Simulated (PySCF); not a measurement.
Cd(H)(Et) (C2H6Cd), SMILES C[CH2][CdH]. Atoms are numbered in the order given.

```xyz
9

Cd    -0.0265    -0.6625     0.0000
H     -0.5669    -2.2638     0.0000
C      0.6659     1.3723     0.0000
C     -0.4345     2.4409     0.0000
H      1.3204     1.4938    -0.8803
H      1.3204     1.4938     0.8803
H     -1.0872     2.3659     0.8857
H     -1.0872     2.3659    -0.8857
H     -0.0137     3.4633     0.0000
```
Charge 0, spin multiplicity 1.

Coordinates come from a B3LYP-D3(BJ)/def2-SVP optimisation. The def2 effective core potentials stand for the cores of Cd; spin–orbit coupling is left out.

These are B3LYP-D3(BJ)/def2-SVP (PySCF) values and carry that method's errors.

Frequencies are harmonic and unscaled.

```tsv
mode	ν (cm⁻¹)	IR (km/mol)	moving atoms (share of kinetic energy)
1	185	0.5	C 59 %, H 32 %, Cd 9 %
2	222	0.4	H 93 %
3	420	36.2	H 98 %
4	426	29.9	H 58 %, C 33 %, Cd 9 %
5	498	46.2	H 53 %, C 40 %
6	641	49.7	H 82 %, C 17 %
7	935	5.8	H 92 %
8	963	3.5	H 81 %, C 18 %
9	1027	8.3	C 74 %, H 26 %
10	1189	30.2	H 67 %, C 33 %
11	1245	3.1	H 77 %, C 23 %
12	1397	10.1	H 82 %, C 18 %
13	1441	0.1	H 91 %, C 9 %
14	1473	0.9	H 96 %
15	1481	5.4	H 97 %
16	1764	345.3	H 99 %
17	3002	59.7	H 97 %
18	3027	18.1	H 95 %
19	3069	32.8	H 91 %, C 9 %
20	3070	2.2	H 91 %, C 9 %
21	3094	42.7	H 91 %, C 9 %
```
